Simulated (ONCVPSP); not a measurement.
## Cutoff test, samarium, ONCV

ONCVPSP 4.0.1 input, shortened (lines: element, Z, core and valence counts, functional; n l f; lmax; l rc ep ncon nbas qcut; lloc lpopt rc5 dvloc0; l nproj debl; icmod fcfact rcfact), Wu-Cohen, scalar-relativistic:

```
  Sm 62.00   10    5  -118130      upf
    1    0    2.00
    2    0    2.00
    2    1    6.00
    3    0    2.00
    3    1    6.00
    3    2   10.00
    4    0    2.00
    4    1    6.00
    4    2   10.00
    4    3    5.00
    5    0    2.00
    5    1    6.00
    5    2    1.00
    6    0    1.75
    6    1    0.25
    2
    0    2.70    0.00    4    9    3.70
    1    2.55    0.00    4    9    5.80
    2    2.95    0.00    4    9    6.10
    4    2    2.25   -1.00
    0    2    1.80
    1    2    1.90
    2    2    2.30
    2    0.15    1.10
```

Q: For each optimised wave give the share of its norm inside rc, the residual kinetic energy above qcut (Ha) and the cutoffs (Ha) for errors of 10, 1, 0.1 and 0.01 mHa per electron.

A:

| wave | norm inside rc | residual KE | 10 mHa | 1 mHa | 0.1 mHa | 0.01 mHa |
| --- | --- | --- | --- | --- | --- | --- |
| 5s | 0.989 | 5.7e-06 | 2.8 | 3.7 | 4.6 | 5.8 |
| 6s | 0.147 | 7.0e-05 | 2.2 | 3.2 | 6.3 | 27.9 |
| 5p | 0.936 | 1.9e-08 | 4.9 | 6.4 | 7.7 | 11.3 |
| 6p | 0.036 | 2.8e-08 | 3.3 | 4.9 | 6.7 | 11.3 |
| 5d | 0.626 | 1.1e-09 | 5.6 | 8.0 | 10.2 | 12.3 |
| d projector 2 | 0.207 | 2.4e-09 | 7.5 | 9.7 | 11.3 | 12.9 |

The occupied waves need 8.0 Ha and 10 Ha for 1 and 0.1 mHa. Note: ghosts flagged at negative energy: s at -158.5 eV; no localised positive-energy state flagged. A true bound ghost makes a file unfit for plane-wave use.
